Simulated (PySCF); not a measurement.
**Ionisation energy of Ba by level of theory**

Ba [Xe] 6s2 (1S) → Ba⁺ [Xe] 6s1 (2S), as a difference of total energies. Computed with PySCF 2.14 in x2c-TZVPPall (11s7p6d2f1g, 85 functions), with the spin-free X2C one-electron Hamiltonian (Gaussian nucleus). Correlated levels: valence: [Xe] frozen. The calculations carry no spin-orbit coupling.

```json
{"method": "UHF", "ionisation energy (eV)": "4.272", "error (eV)": "-0.940"}
{"method": "MP2 (valence)", "ionisation energy (eV)": "4.735", "error (eV)": "-0.477"}
{"method": "SCS-MP2 (valence)", "ionisation energy (eV)": "4.828", "error (eV)": "-0.384"}
{"method": "CCSD (valence)", "ionisation energy (eV)": "4.919", "error (eV)": "-0.293"}
```

Reference: 5.212 eV (measured; NIST Atomic Spectra Database, ionization energies).

Errors of the correlated levels include the incompleteness of this basis and the frozen core.

With two correlated electrons CCSD is exact in that space.
